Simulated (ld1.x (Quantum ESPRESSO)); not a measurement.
**osmium: PAW pseudisation with LDA (PZ), scalar-relativistic reference atom.**

* Element: Os
* Generator: ld1.x (Quantum ESPRESSO) 7.5
* Type: PAW
* Functional: LDA (PZ)
* Relativity: scalar-relativistic
* Frozen core: [Xe] 4f14
* Valence charge: 8
* Reference configuration: 5d6 6s1.5 6p0.5
* Partial waves: 6s (bound): rcut 1.95, rcutus 2.20 bohr; 6s channel at 0.9 Ry: rcut 1.95, rcutus 2.20 bohr; 6p (bound): rcut 2.80, rcutus 3.10 bohr; 6p channel at 0.55 Ry: rcut 2.80, rcutus 3.10 bohr; 5d (bound): rcut 2.25, rcutus 2.45 bohr; 5d channel at 2.05 Ry: rcut 2.25, rcutus 2.45 bohr
* Local potential: all-electron potential smoothed inside 1.85 bohr (lloc = -1)
* Core correction: a·sin(br)/r model core inside 2.05 bohr
* Augmentation charge: BESSEL, radius 2.10 bohr

All-electron outer shells of the reference configuration (LDA (PZ), scalar-relativistic, ld1.x):

```
shell  level (eV)  outermost node (bohr)  outermost maximum (bohr)
   4f      -53.22                      –                      0.40
   5p      -51.98                   0.55                      1.03
   5d       -7.32                   0.60                      1.36
   6s       -7.03                   1.20                      2.45
   6p       -1.89                   1.43                      3.47
```

Calculated quality:

```json
{
 "Cutoffs needed": "18 Ry and 30 Ry (the cutoffs (Ry, on a coarse ladder) from which the occupation-weighted sum of valence levels, in a spherical-Bessel basis at the reference potential, stays within 10 and 1 mRy of its value at 400 Ry)",
 "Ghost test": "ghost state, extra bound levels that the all-electron valence spectrum of the same l lacks: s at -59.9 eV; a true bound ghost makes a file unfit for plane-wave use (spherical-Bessel basis up to 400 Ry, 20 bohr box)",
 "Largest excitation error": "-34 meV (all-electron minus pseudo) for 5d5 6s2 6p0, out of 7 test configurations",
 "Lowest eigenvalue of the overlap operator": "0.42 (p channel)"
}
```

Generation and tests took about 3.5 s on one core of a shared server CPU.
